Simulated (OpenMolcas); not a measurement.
An OpenMolcas run meant for As IV (ANO-RCC-VTZP, DKH3; inactive shells 1s 2s 2p 3s 3p 3d; intended active space 2 electrons in 9 orbitals (RAS2 4s 4p; RAS3 4d, at most 2 electrons)). One step of its input:

```
&CASPT2
Multistate=3 1 2 3
Frozen=3 6
IPEA=0.25
Shift=1.5
MaxIter=60
WThr=0.0 0.3 0.05
PrWF=0.5
NoMix
```

The run finished. Its levels beside those of a sound run (MS-RASPT2, IPEA 0.25 Eh, imaginary shift 0.1 Eh (closed shells correlated: 3d)), in cm⁻¹ above each run's lowest level:

```json
{"Level": "4s² ¹S₀", "This run": "0.0", "Usual run": "0.0"}
{"Level": "4s 4p ³P°₀", "This run": "72862", "Usual run": "73025"}
{"Level": "4s 4p ³P°₁", "This run": "73883", "Usual run": "74045"}
{"Level": "4s 4p ³P°₂", "This run": "76079", "Usual run": "76241"}
{"Level": "4s 4p ¹P°₁", "This run": "112815", "Usual run": "112764"}
{"Level": "4p² ¹D₂", "This run": "175459", "Usual run": "175604"}
{"Level": "4p² ³P₀", "This run": "177745", "Usual run": "177884"}
{"Level": "4p² ³P₁", "This run": "179026", "Usual run": "179171"}
{"Level": "4p² ³P₂", "This run": "181389", "Usual run": "181533"}
```

Q: Which setting is unsound, and how much does it matter here?

A: The level shift is far above the usual 0.1 to 0.3 hartree and damps the second-order energy. Against the sound run the excited levels shown move by 140 cm-1 on average and by 160 cm-1 at most.

Active for correlation alone: 4d; no level in the range computed is led by a configuration that fills it, so any true level of that kind is missing. Some terms mix strongly with configurations of 4d, whose occupation reaches 0.25 (4p² ¹D). Only configurations of the active space appear.

° marks odd parity.
